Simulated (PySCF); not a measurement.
# Computed spin Hamiltonian

Compound: C6H9FNO (doublet state).
Numbering: `[H]/[N:6]=[C:5](\[CH:4]=[CH:3]/[O:2][CH2:1])[CH2:7][CH2:8][F:9]` (hydrogens: H10, H11 on C1; H12 on C3; H13 on C4; H14 on N6; H15, H16 on C7; H17, H18 on C8)

Geometry (GFN2-xTB, Å), atoms numbered from 1 in this order:
```
atom  x, y, z in Å
C1     2.7687    0.4995   -1.4019
O2     1.7123    0.0698   -0.7397
C3     1.7948   -0.8805    0.1834
C4     0.7322   -1.3518    0.8906
C5    -0.6542   -0.9538    0.8042
N6    -1.5848   -1.4574    1.5183
C7    -1.0361    0.1141   -0.1828
C8    -2.5268    0.4088   -0.1376
F9    -2.8353    1.3910   -1.0529
H10    3.7483    0.0942   -1.2155
H11    2.5860    1.2758   -2.1159
H12    2.7867   -1.2889    0.3650
H13    0.9523   -2.1268    1.6126
H14   -1.2707   -2.1747    2.1691
H15   -0.4770    1.0277    0.0341
H16   -0.7605   -0.2055   -1.1909
H17   -3.1141   -0.4750   -0.3973
H18   -2.8306    0.7750    0.8455
```

The hyperfine couplings belong to this conformer and change with its torsions.

The calculation used PySCF 2.14.0, UKS B3LYP, pcH-1 on C F H N O, non-relativistic, mean-field spin-orbit, GIAO. The structure is a single GFN2-xTB conformer in the gas phase; no vibrational or solvent corrections. Couplings are sensitive to structure, and on GFN2-xTB geometries they can be far from those on DFT ones. Stability of the SCF solution: not tested.

```json
{
  "g1, g2, g3": "2.00212, 2.00302, 2.00394",
  "g_iso": "2.00303",
  "Form of g": "rhombic: the two nearest values differ by 50 % of g3 − g1",
  "⟨S²⟩": "0.7591 (exact 0.7500)",
  "HOMO–LUMO gap, α and β orbitals": "4.01, 5.00 eV"
}
```

Isotropic coupling and dipolar principal values T1 to T3, in MHz:

```tsv
atom	isotope	a_iso	T1	T2	T3	Mulliken spin population
C1	13C	80.6	-77.2	-74.8	152.0	0.93
O2	17O	-12.3	-45.1	21.4	23.7	0.06
C3	13C	-10.2	-10.2	2.8	7.4	-0.08
C4	13C	11.6	-11.1	-10.0	21.2	0.14
C5	13C	-7.5	-4.4	1.5	3.0	-0.03
N6	14N	2.5	-3.2	-3.2	6.4	0.07
C7	13C	0.3	-0.4	-0.1	0.6	0.00
C8	13C	-0.2	-0.1	0.0	0.1	0.00
F9	19F	0.0	-0.4	-0.3	0.7	0.00
H10	1H	-61.8	-36.3	0.2	36.1	-0.04
H11	1H	-63.3	-36.3	0.1	36.3	-0.04
H12	1H	3.0	-4.2	-4.0	8.2	0.00
H13	1H	-9.1	-4.9	-0.7	5.7	-0.01
H14	1H	-4.6	-2.7	-1.3	4.0	0.00
H15	1H	-2.3	-1.9	-1.1	3.1	0.00
H16	1H	-2.3	-1.9	-1.1	3.0	0.00
H17	1H	0.2	-0.6	-0.1	0.7	0.00
H18	1H	0.2	-0.6	-0.1	0.7	0.00
```

The Mulliken spin populations are largest on C1 (+0.93), C4 (+0.14), C3 (-0.08) and N6 (+0.07). The positive populations add up to 1.21 and the negative ones to -0.21, together 2S = 1. The angles at C1 add up to 360.0°, so it is planar; its axial dipolar tensor and the negative couplings of its protons fit spin in a p orbital normal to that plane.

Axes: g3 points within 1° of the C1–H11 bond.

Under fast tumbling the dipolar parts average out, and these isotropic splittings remain (the largest six): 1 × 1H (H11, I = 1/2, 2 lines) with 2.26 mT, 1 × 1H (H10, I = 1/2, 2 lines) with 2.21 mT, 1 × 1H (H13, I = 1/2, 2 lines) with 0.32 mT, 1 × 1H (H14, I = 1/2, 2 lines) with 0.16 mT, 1 × 1H (H12, I = 1/2, 2 lines) with 0.11 mT and 1 × 14N (N6, I = 1, 3 lines) with 0.09 mT.

H10 and H11 aren't averaged: C1 is flat or nearly so (angle sum 360°), and its turn about the short C1–O2 bond (1.32 Å) is taken as slow.

The 13C coupling of C1 (80.6 MHz) shows only in satellite lines or after enrichment, since that isotope makes up about 1.07 % of natural carbon.

The 17O coupling of O2 (-12.3 MHz) shows only in satellite lines or after enrichment, since that isotope makes up about 0.038 % of natural oxygen.

Examples of negative spin density at the nucleus (bohr⁻³): H11 (-0.0142), H10 (-0.0138) and C3 (-0.0091).
